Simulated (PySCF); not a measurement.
# Br⁻ (bromine, charge -1) across methods

[Kr], closed-shell 1S. Calculation: PySCF 2.14, in aug-cc-pVQZ-PP with ECP10MDF (7s6p5d3f2g, 89 functions); scalar relativity through the core potential. The B2PLYP total includes its PT2 part (frozen core); its orbital energies are those of the SCF part.

```tsv
method	E (hartree)	mean ε 3d (eV)	mean ε 4s (eV)	mean ε 4p (eV)	Σ⟨r²⟩ (bohr²)	⟨S²⟩
wB97X	-416.9941	-65.638	-16.577	-3.316	53.31	0.000
PBE	-416.9331	-58.975	-11.607	0.115	54.67	0.000
LDA	-416.3582	-58.923	-11.852	-0.016	54.52	0.000
M06-L	-416.9567	-59.482	-12.013	0.078	52.90	0.000
BP86	-417.1112	-59.138	-11.737	0.008	54.39	0.000
PBE0	-416.9074	-63.598	-13.723	-0.999	53.42	0.000
B2PLYP	-416.5511	-68.526	-15.885	-1.993	53.36	0.000
UHF	-415.57908	-76.777	-19.386	-3.741	52.67	0.000
```

Estimate the same row for r2SCAN.

E (hartree) = -416.8152; mean ε 3d (eV) = -59.391; mean ε 4s (eV) = -12.262; mean ε 4p (eV) = -0.101; Σ⟨r²⟩ (bohr²) = 53.23; ⟨S²⟩ = 0.000.

Energies and moments cover only the electrons outside the core potential.

The highest occupied level is positive at PBE, M06-L, BP86: only the finite basis holds that electron, which in a density functional comes from self-interaction.
